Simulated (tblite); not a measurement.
Isomers of [C6H13N]+ (charge +1 and doublet state). Level: GFN2-xTB in tblite, geometry and Hessian alike; calculated harmonic values, unscaled, isolated species. This tight-binding method is rough: wavenumbers can miss measured ones by several per cent, in bad cases by 10 to 20. One conformer each. Open shells enter through the occupations alone, without spin polarisation, and single modes of such species can be off by tens of per cent.

Electronic energies: GFN2-xTB at the same geometries; isomer energies are rough at this level and their order can be wrong.

```
               SMILES  electronic energy, lowest = 0 (kJ/mol)
 C=C[C@](C)([NH2+])CC                                   133.7
C[C@@H]([NH2+])C1CCC1                                    78.9
        C1CCC[NH+]CC1                                     0.0
      C=C(CC)CC[NH2+]                                   101.6
```

Task: How do GFN2-xTB zero-point energies change the relative energies?

Result: 
| SMILES | ZPE (kJ/mol) | of it from modes above 1550 cm⁻¹ | electronic (kJ/mol) | with ZPE, lowest = 0 (kJ/mol) | lowest mode (cm⁻¹) | rings |
| --- | --- | --- | --- | --- | --- | --- |
| C1CCC[NH+]CC1 | 477.4 | 234.8 | 0.0 | 0.0 | 104 | 1 |
| C[C@@H]([NH2+])C1CCC1 | 466.5 | 240.2 | 78.9 | 68.0 | 75 | 1 |
| C=C(CC)CC[NH2+] | 463.1 | 245.4 | 101.6 | 87.3 | 89 | 0 |
| C=C[C@](C)([NH2+])CC | 458.5 | 251.8 | 133.7 | 114.8 | 75 | 0 |

The zero-point energies span 18.9 kJ/mol, from `C=C[C@](C)([NH2+])CC` to `C1CCC[NH+]CC1`. The order is unchanged.

Task: What do entropy and thermal enthalpy add at 298.15 K and 1 bar (rigid rotor, harmonic oscillator, one conformer each)?

Result: 
| SMILES | point group | symmetry number | S (J/(mol K)) | H − H(0) (kJ/mol) | ZPE + H − H(0) − TS (kJ/mol) |
| --- | --- | --- | --- | --- | --- |
| C1CCC[NH+]CC1 | C1 | 1 | 348.8 | 21.37 | 394.8 |
| C[C@@H]([NH2+])C1CCC1 | C1 | 1 | 377.2 | 25.11 | 379.2 |
| C=C(CC)CC[NH2+] | C1 | 1 | 374.6 | 25.03 | 376.4 |
| C=C[C@](C)([NH2+])CC | C1 | 1 | 393.4 | 28.08 | 369.3 |

S holds R ln(2S + 1) for the spin.
